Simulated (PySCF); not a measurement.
## Electron correlation in P (phosphorus, neutral)

[Ne] 3s1 3p4, high-spin 4P determinant (an excited configuration). Calculation: PySCF 2.14, in aug-cc-pV(D+d)Z (5s4p3d, 32 functions); no relativity, point nucleus. Frozen: [Ne]; 5 electrons correlated.

| level | correlation energy (mhartree) |
| --- | --- |
| CCSD | -103.36 |
| (T) | -5.42 |
| CCSD(T) | -108.78 |
| CCSDT | -110.03 |

Diagnostics: T1 = 0.036, D1 = 0.1084, largest double amplitude 0.247.

T1 exceeds 0.03, a sign that the reference determinant is poor. A double-excitation amplitude exceeds 0.15, a sign of near-degeneracy.

Cost of the coupled-cluster step: about 0.6 core-seconds, for 5 correlated electrons.

Iterations:

```
CC2 = 0
CCSD nocc = (np.int64(4), np.int64(1)), nmo = (27, 27)
frozen orbitals [[0, 1, 2, 3, 4], [0, 1, 2, 3, 4]]
max_cycle = 100
direct = 0
conv_tol = 1e-08
conv_tol_normt = 1e-06
diis_space = 8
diis_start_cycle = 0
Init t2, MP2 energy = -0.0670312516180313
Init E_corr(UCCSD) = -0.0670312516182469
cycle = 1  E_corr(UCCSD) = -0.0844315470822095  dE = -0.0174002955  norm(t1,t2) = 0.0944461
cycle = 2  E_corr(UCCSD) = -0.0911143611086063  dE = -0.00668281403  norm(t1,t2) = 0.0621467
cycle = 3  E_corr(UCCSD) = -0.103056498223888  dE = -0.0119421371  norm(t1,t2) = 0.0446376
cycle = 4  E_corr(UCCSD) = -0.102377080856303  dE = 0.000679417368  norm(t1,t2) = 0.00953217
cycle = 5  E_corr(UCCSD) = -0.103502497576515  dE = -0.00112541672  norm(t1,t2) = 0.00515059
cycle = 6  E_corr(UCCSD) = -0.103292650769427  dE = 0.000209846807  norm(t1,t2) = 0.00293672
cycle = 7  E_corr(UCCSD) = -0.103163157506844  dE = 0.000129493263  norm(t1,t2) = 0.00220472
cycle = 8  E_corr(UCCSD) = -0.103353805219118  dE = -0.000190647712  norm(t1,t2) = 0.00175624
cycle = 9  E_corr(UCCSD) = -0.10335280265273  dE = 1.00256639e-06  norm(t1,t2) = 0.00114488
cycle = 10  E_corr(UCCSD) = -0.103385526424901  dE = -3.27237722e-05  norm(t1,t2) = 0.000758715
cycle = 11  E_corr(UCCSD) = -0.103366024659858  dE = 1.9501765e-05  norm(t1,t2) = 0.00036593
cycle = 12  E_corr(UCCSD) = -0.10336567083386  dE = 3.53825998e-07  norm(t1,t2) = 0.000195484
cycle = 13  E_corr(UCCSD) = -0.103365105175157  dE = 5.65658703e-07  norm(t1,t2) = 9.26789e-05
cycle = 14  E_corr(UCCSD) = -0.103364083935954  dE = 1.0212392e-06  norm(t1,t2) = 2.6836e-05
cycle = 15  E_corr(UCCSD) = -0.103363841317828  dE = 2.42618126e-07  norm(t1,t2) = 5.4849e-06
cycle = 16  E_corr(UCCSD) = -0.103363970306003  dE = -1.28988176e-07  norm(t1,t2) = 1.55505e-06
cycle = 17  E_corr(UCCSD) = -0.103363974726144  dE = -4.42014063e-09  norm(t1,t2) = 4.95586e-07
UCCSD converged
E(UCCSD) = -340.5205549927204  E_corr = -0.1033639747261441
UCCSD(T) correction = -0.00542302116129361
```
